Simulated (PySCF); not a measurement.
C5H5Cl, SMILES C=CC=C=CCl. Coordinates come from a PBE-D3(BJ)/def2-SVP optimisation. This is a generated structure with no PubChem entry under its InChIKey; it may be hypothetical. Other conformers were not sampled.

Computed equilibrium geometry at PBE-D3(BJ)/def2-SVP (PySCF confirms it by a frequency run) as bond lengths and angles (one conformer of several):
Atoms: C1 C2 C3 C4 C5 Cl6 H7 H8 H9 H10 H11. Bonds (Å): C1–C2 1.352, C1–H7 1.100, C1–H8 1.102, C2–C3 1.460, C2–H9 1.103, C3–C4 1.329, C3–H10 1.108, C4–C5 1.314, C5–Cl6 1.757, C5–H11 1.103. Angles (°): C2–C1–H7 121.4, C2–C1–H8 121.3, H7–C1–H8 117.3, C1–C2–C3 123.5, C1–C2–H9 120.1, C3–C2–H9 116.4, C2–C3–C4 125.0, C2–C3–H10 116.7, C4–C3–H10 118.3, C3–C4–C5 179.6, C4–C5–Cl6 123.4, C4–C5–H11 123.5, Cl6–C5–H11 113.0.
Charge 0, spin multiplicity 1.
